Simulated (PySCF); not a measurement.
**Dipole response of Rh (rhodium, neutral)**

[Kr] 4d8 5s1, high-spin 4F determinant. Calculation: PySCF 2.14, in aug-cc-pVTZ-PP with ECP28MDF; a scalar-relativistic core potential. Coupled (time-dependent) response in atomic units; α is the mean over directions.

| method | mean α (bohr³) | C₆ (like pair) | S(−4) |
| --- | --- | --- | --- |
| UHF | 89.25 | 803.6 | 7208 |
| PBE | 52.69 | 456.3 | 1814 |
| PBE0 | 57.24 | 494.5 | 2310 |

S(−4) is the Cauchy moment in α(ω) = α(0) + S(−4) ω² + …

Reference α: 66 ± 10 bohr³ (recommended; Schwerdtfeger and Nagle, table of static dipole polarizabilities (2023 update)). Published C₆: 708.0 (Gould and Bucko (2016)).

Spin-orbit coupling is absent.

Hartree-Fock lies above the reference because it lacks correlation, which contracts the outer shell.

α(iu) at UHF:

```json
{"u (hartree)": "0", "α(iu) (bohr³)": "89.25"}
{"u (hartree)": "0.0500", "α(iu) (bohr³)": "74.69"}
{"u (hartree)": "0.100", "α(iu) (bohr³)": "52.18"}
{"u (hartree)": "0.200", "α(iu) (bohr³)": "27.82"}
{"u (hartree)": "0.300", "α(iu) (bohr³)": "18.30"}
{"u (hartree)": "0.500", "α(iu) (bohr³)": "10.90"}
{"u (hartree)": "0.750", "α(iu) (bohr³)": "7.264"}
{"u (hartree)": "1.00", "α(iu) (bohr³)": "5.353"}
{"u (hartree)": "1.50", "α(iu) (bohr³)": "3.319"}
{"u (hartree)": "2.00", "α(iu) (bohr³)": "2.270"}
{"u (hartree)": "3.00", "α(iu) (bohr³)": "1.248"}
{"u (hartree)": "5.00", "α(iu) (bohr³)": "0.5308"}
```

A single London oscillator, α(iu) = α/(1 + u²/ω²), gives C₆ = (3/4) ω α². Matching the computed C₆ needs ω = 4 × 803.6 / (3 × 89.25²) = 0.135 hartree.

Energies and moments cover only the electrons outside the core potential.
